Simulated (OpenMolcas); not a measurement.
Lines of O²⁺: computed and rescaled rates

| Property | Result |
| --- | --- |
| Program | OpenMolcas 26.06 |
| Method | MS-RASPT2, IPEA 0.25 Eh, imaginary shift 0.1 Eh (closed shells correlated: 1s) |
| Basis | ANO-RCC-VTZP [4s3p2d1f] |
| Scalar Hamiltonian | DKH2, point nucleus |
| Active space | 4 electrons in 9 orbitals (RAS2 2s 2p; RAS3 3d, at most 2 electrons) |
| State averaging | 2S+1 = 3 even, 6 roots; 2S+1 = 1 even, 11 roots; 2S+1 = 5 odd, 1 root; 2S+1 = 3 odd, 9 roots; 2S+1 = 1 odd, 8 roots |
| Spin-orbit coupling | state interaction with AMFI integrals over the reference wave functions, term energies averaged over their components |

Rates come from the transition moments of the reference wave functions (E1 and E2 in the length form). At fixed line strength A goes as λ^-3 for E1 and M1 and as λ^-5 for E2, so a rate at the computed wavelength can be rescaled to the measured one. Measured vacuum wavelengths follow from level energies in Moore, Selected Tables of Atomic Spectra, NSRDS-NBS 3, section 11. Branching counts decays inside the model space alone, at computed energies, and the table is only a selection of the E1 lines, drawn from those between levels with measured partners whose computed energy lies within a factor of 1.5 of the measured one.

```
      Upper        Lower  Type  λ computed (nm)  λ measured (nm)  A computed (s-1)  A rescaled (s-1)  Branching %
2s 2p³ ¹P°₁  2s² 2p² ¹D₂    E1            51.87            52.58          7.96e+09          7.64e+09         79.6
2s 2p³ ¹D°₂  2s² 2p² ¹D₂    E1            59.62            59.96          5.70e+09          5.60e+09        100.0
2s 2p³ ³S°₁  2s² 2p² ³P₁    E1            50.28            50.77          4.93e+09          4.79e+09         33.3
2s 2p³ ¹P°₁  2s² 2p² ¹S₀    E1            59.03            59.78          2.04e+09          1.96e+09         20.4
2s 2p³ ³S°₁  2s² 2p² ³P₀    E1            50.25            50.74          1.64e+09          1.59e+09         11.1
2s 2p³ ⁵S°₂  2s² 2p² ³P₁    E1            169.6            166.1          1.85e+02                           25.4
```

Spin-changing lines and M1 lines between different terms are not rescaled, since their strength hangs on the term gaps too.

The largest correction is for 2s 2p³ ¹P°₁ → 2s² 2p² ¹D₂ (E1): 7.96e+09 × (51.87 / 52.58)^3 = 7.64e+09 s-1, a factor of 0.96.

The computed rate and branching of 2s 2p³ ¹D°₂ → 2s² 2p² ¹D₂ give the upper level a radiative lifetime of 1.000 / 5.70e+09 s-1 = 1.75e-10 s, counting decays inside the model space alone. The rescaled rate gives about 1.8e-10 s.

No measured rate stands beside these. Rescaling mends the energy factor alone: line strengths can still be far off where a level mixes with configurations outside the active space, and weak or spin-changing lines hang on small mixing coefficients that depend on the term gaps too, so rescaling need not improve them.

CASPT2 does not keep the components of a term degenerate, so their means are used; among the terms shown or strongly mixed into the levels shown the widest spread is 15 cm-1 (2s² 2p² ¹D). Active for correlation alone: 3d; no level in the range computed is led by a configuration that fills it, so any true level of that kind is missing. Measured partners are found by configuration, term and J. A level has none where our copy of the source lacks it or the pairing is in doubt (some pairs that miss far off the trend of their configuration count as doubtful). Levels of configurations outside the active space are missing.

° marks odd parity.
